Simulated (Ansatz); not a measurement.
# Energy differences in one family of gas-phase species

Each structure stands at its B3LYP-D3(BJ)/def2-TZVP stationary point, reached from a drawn start (curvature not checked).

(1), CF4 (SMILES FC(F)(F)F) (charge 0, multiplicity 1):
```xyz
5

F     -0.0369    -1.0400    -0.8218
C      0.0000     0.0000     0.0000
F     -0.1398     1.1194    -0.6970
F     -0.9859    -0.0979     0.8814
F      1.1626     0.0186     0.6375
```

(2): C atom, charge 0, multiplicity 3.

(3): F atom, charge 0, multiplicity 2.

(4), CH3F (SMILES CF) (charge 0, multiplicity 1):
```csv
atom,x (Å),y (Å),z (Å)
C,-0.0655,0.0098,0.0068
F,1.3011,-0.1954,-0.1359
H,-0.3370,-0.1419,1.0523
H,-0.3020,1.0302,-0.2976
H,-0.5965,-0.7028,-0.6257
```

(5), CH4 (SMILES C) (charge 0, multiplicity 1):
| atom | x (Å) | y (Å) | z (Å) |
|---|---|---|---|
| C | 0.0000 | 0.0000 | 0.0000 |
| H | 0.6289 | 0.6289 | 0.6289 |
| H | -0.6289 | -0.6289 | 0.6289 |
| H | 0.6289 | -0.6289 | -0.6289 |
| H | -0.6289 | 0.6289 | -0.6289 |

(6), CH2F2 (SMILES FCF) (charge 0, multiplicity 1, Z-matrix in Å and degrees):
```
C
F 1 1.3618
F 1 1.3618 2 108.57
H 1 1.0913 2 108.69 3 -118.06
H 1 1.0913 4 113.42 2 121.01
```

```tsv
step	quantity	PBE/def2-TZVPP (kcal/mol)	r2SCAN/def2-TZVPP (kcal/mol)	PBE0/def2-TZVPP (kcal/mol)	wB97M-V/def2-TZVPP (kcal/mol)	CCSD(T)/cc-pVQZ (kcal/mol)
(1) → (2) + 4 (3)	reaction energy	504.34	482.63	478.74	480.18	471.77
0.25 (1) + 0.75 (5) → (4)	reaction energy	12.26	13.56	12.57	12.68	12.32
0.5 (1) + 0.5 (5) → (6)	reaction energy	11.32	13.17	12.08	12.32	11.87
```

Right side less left side. No zero-point or thermal terms; singlets are restricted closed shells; open shells are unrestricted; no spin–orbit coupling.

Cores are frozen in the correlated methods.

Programs: Ansatz (Gaussian basis) for Hartree–Fock, density functionals and correlated methods. All values are computed, each at the level named.

At CCSD(T)/cc-pVQZ the steps run from 11.87 (0.5 (1) + 0.5 (5) → (6)) to 471.77 kcal/mol ((1) → (2) + 4 (3)); 0 of 3 are downhill as written. PBE/def2-TZVPP, r2SCAN/def2-TZVPP, PBE0/def2-TZVPP, wB97M-V/def2-TZVPP give the same order. Counted from CCSD(T)/cc-pVQZ, which is the highest level that all steps share and no exact value, the absolute differences over these 3 steps have mean and median 11.06 and 0.55 (PBE/def2-TZVPP), 4.47 and 1.30 (r2SCAN/def2-TZVPP), 2.48 and 0.25 (PBE0/def2-TZVPP), 3.07 and 0.45 (wB97M-V/def2-TZVPP) kcal/mol; PBE0/def2-TZVPP lies nearest by the mean. PBE/def2-TZVPP is furthest off for (1) → (2) + 4 (3), by 32.57 kcal/mol.

The steps were written down ahead of the runs, not picked by their results: 3 of 3 stand here.

Ansatz is a program for electronic structure.
